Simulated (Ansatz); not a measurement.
Rb₈Cl₈ (started as a model of: 1x4x4 RbCl rock-salt block) was relaxed with PBE-D4 (def2-SVP) in Ansatz in these states: charge -1 doublet, neutral singlet. The geometries follow in no particular order.

In the def2 sets Rb takes a core potential; there is no spin–orbit coupling.

A:

```tsv
atom	x (Å)	y (Å)	z (Å)
Rb1	-1.4659	-5.9448	-2.1485
Cl2	-1.5775	-4.8155	0.6750
Rb3	-0.1794	-3.7740	3.3331
Cl4	-0.4405	-2.2710	5.9827
Cl5	-1.0052	-3.2362	-3.4612
Rb6	-1.2031	-1.8269	-0.5510
Cl7	0.7346	-1.0479	1.8843
Rb8	0.4571	0.3903	4.7692
Rb9	-0.4483	-0.3936	-4.7687
Cl10	-0.7788	1.0560	-1.8948
Rb11	1.1495	1.8364	0.5483
Cl12	1.0215	3.2349	3.4674
Cl13	0.4881	2.2598	-5.9698
Rb14	0.1657	3.7797	-3.3375
Cl15	1.5629	4.8170	-0.6790
Rb16	1.5192	5.9357	2.1507
```

B:

```xyz
16

Rb    4.538    1.181   -4.565
Cl    1.606    0.116   -4.846
Rb   -0.366   -2.307   -4.430
Cl   -3.282   -3.301   -4.464
Cl    4.134    1.979   -1.564
Rb    1.123    0.889   -1.763
Cl   -0.513   -1.851   -1.255
Rb   -3.588   -2.784   -1.440
Rb    3.595    2.769    1.442
Cl    0.504    1.890    1.249
Rb   -1.144   -0.846    1.751
Cl   -4.134   -1.991    1.566
Cl    3.299    3.265    4.471
Rb    0.368    2.317    4.432
Cl   -1.615   -0.097    4.840
Rb   -4.525   -1.228    4.577
```

**Question.** Judge from the bond lengths which geometry belongs to which state (an estimate).

**Answer.** A is the neutral singlet (Rb1–Cl2 3.043 Å, Cl15–Rb16 3.043 Å, Rb1–Cl5 3.045 Å); B is the charge -1 doublet (Rb1–Cl2 3.133 Å, Cl15–Rb16 3.133 Å, Rb1–Cl5 3.131 Å).

At PBE-D4/def2-SVP the gap within one spin of the relaxed charge -1 doublet nearly closes, so an electron or hole may be smeared out by delocalisation error.
